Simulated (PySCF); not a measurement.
## Ag(OH)2, doublet: computed properties

Method: UPBE/[Ag def2-TZVP with ECP28, O def2-TZVP, H def2-TZVP], scalar-relativistic core potentials, density fitting, no spin–orbit coupling, PySCF.

The structure is a minimum.

```json
{"Point group": "C2h", "Bond lengths": "Ag–O 1.967 Å (×2), O–H 0.977 Å (×2)", "Bond angles": "Ag–O–H 110.8° (×2), O–Ag–O 180.0°", "Spin squared ⟨S²⟩": "0.754", "Rotational constants": "10.92, 0.1251, 0.1237 cm⁻¹", "Heat capacity Cp at 298.15 K": "71.1 J/(mol K)", "Entropy at 298.15 K and 1 bar (electronic part: spin only)": "296.4 J/(mol K)", "Zero-point energy": "63.3 kJ/mol", "Highest occupied level (β)": "-6.51 eV", "Enthalpy at 298.15 K above 0 K": "15.68 kJ/mol", "Principal quadrupole moments (Buckingham, traceless) about the centre of mass": "-11.73, -0.85, 12.57 D Å", "Lowest empty level (β)": "-5.94 eV", "Rotational symmetry number": "2", "Dipole moment": "0.00 D", "Principal polarisabilities": "29.2, 32.0, 95.3 bohr³", "Atomisation energy without zero-point energy": "1378 kJ/mol"}
```

Harmonic modes (masses in u: Ag 106.905, O 15.995, H 1.008):
| symmetry | ω (cm⁻¹) | IR (km/mol) |
| --- | --- | --- |
| au | 106 | 0.0 |
| bu | 166 | 8.2 |
| ag | 472 | 0.0 |
| au | 483 | 170 |
| bu | 582 | 9.9 |
| ag | 713 | 0.0 |
| bu | 743 | 193 |
| bu | 3660 | 208 |
| ag | 3664 | 0.0 |

In C2h the vibrations span 2au + 4bu + 3ag. The ag modes carry no infrared intensity, as symmetry demands. With a centre of inversion only u modes can be infrared active and only g modes Raman active.

Charges (e):
```csv
atom,Mulliken,Löwdin,polar tensor,spin (Mulliken),Mayer order to Ag1
Ag1,0.43,0.29,0.36,0.21,–
"O2,3",-0.53,-0.30,-0.44,0.40,0.83
"H4,5",0.32,0.16,0.26,-0.01,0.01
```
Other Mayer orders above 0.3: O–H 0.89 (×2).

Mulliken populations on Ag1 (electrons outside its core potential): s 2.80, p 6.19, d 9.57, f 0.00.

Outer orbital energies (eV). α occupied: -9.99, -8.56, -8.56, -8.20, -7.92, -7.92, -6.98, -6.63; empty: -1.61, -0.44, -0.08, 0.35. β occupied: -9.89, -9.33, -8.43, -8.43, -7.76, -7.69, -7.09, -6.51; empty: -5.94, -1.51, -0.43, -0.03.

This need not be the most stable arrangement of these atoms. With open d or f shells other occupations or spin states may lie lower.

The final relaxation and frequency run took 49 s on 4 threads of a shared Arm Neoverse V1 host, with 114 basis functions and 15 gradients; the process peaked at 1.4 GiB. Launch command: `OMP_NUM_THREADS=4 python axn.py task.json out`.
